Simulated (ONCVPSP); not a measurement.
**Pb: from the effect back to the setting (ONCV)**

Base potential:

Pb (Z = 82), optimised norm-conserving Vanderbilt (ONCV), made with ONCVPSP 4.0.1 (LDA (Perdew-Zunger), scalar-relativistic). Core [Kr] 4d10 4f14, reference 5s2 5p6 5d10 6s2 6p2. Waves: 5s+6s: rc 1.40 bohr, ncon 4, nbas 8, qcut 9.8 1/bohr, 3 projectors, debl 3.6 Ha; 5p+6p: rc 1.55 bohr, ncon 3, nbas 6, qcut 10.5 1/bohr, 2 projectors; 5d: rc 1.35 bohr, ncon 4, nbas 9, qcut 6.6 1/bohr, 1 projector. Local part: polynomial inside 1.05 bohr (lpopt 5, dvloc0 2 Ha). Core correction: polynomial model core, fcfact 0.45.

Cutoffs, loose and tight: the cutoffs (Ha) at which the residual kinetic energy of the hardest occupied pseudo-wave falls to 1 and 0.1 mHa per electron. They do not see the model core or the augmentation charge, which bear on the density cutoff. Test errors are all-electron minus pseudo excitation energies from the reference, over the configurations 5s2 5p6 5d10 6s2 6p1; 5s2 5p6 5d10 6s2 6p0; 5s2 5p6 5d10 6s1 6p0; 5s1 5p6 5d10 6s2 6p2; variants that change the core or the reference have their own tests.

Only the scale of all radii but the core radius (base = 1) is moved (1 further runs of the sweep failed or gave no value and are left out):

```tsv
scale of all radii but the core radius (base = 1)	cutoff, loose	cutoff, tight	bound ghosts	largest test error (meV)
0.87	39 Ha	46 Ha	none	-190
0.95	36 Ha	72 Ha	none	-270
1.03	33 Ha	105 Ha	none	-367
1.21	28 Ha	92 Ha	none	-784
1.31	26 Ha	57 Ha	none	-803
```

Question: One more run gave cutoff, loose: 29 Ha; cutoff, tight: 111 Ha; bound ghosts: none; largest test error (meV): -552. Which value of the scale of all radii but the core radius (base = 1) was used?

Answer: 1.13. The loose cutoff moves one way along this sweep, from 39 Ha at 0.87 to 26 Ha at 1.31, which places the run between 1.03 and 1.21.
